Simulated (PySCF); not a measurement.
## How methods differ on the excitation energy of Ar²⁺

Ar²⁺ [Ne] 3s2 3p4 (3P) → Ar²⁺ [Ne] 3s2 3p3 3d1 (5D), as a difference of total energies. Calculation: PySCF 2.14, in aug-cc-pVDZ-DK; the spin-free X2C one-electron Hamiltonian (Gaussian nucleus). Correlated levels: valence: [Ne] frozen. The calculations carry no spin-orbit coupling.

```csv
method,excitation energy (cm⁻¹)
UHF,161420
MP2 (valence),166970
CCSD (valence),167000
CCSDT (valence),167140
```

Task: Estimate what CCSD(T) (valence) gives.

Result: 167120 cm⁻¹, closest to CCSDT (valence) among the rows shown.

Task: Estimate what SCS-MP2 (valence) gives.

Result: 166940 cm⁻¹, closest to MP2 (valence) among the rows shown.

A first-order spin-orbit estimate (lowest level to lowest level, LS coupling) adds 0.062 eV.

The promoted electron is Rydberg-like, and one or two diffuse shells describe it only roughly, which tends to raise the upper state.
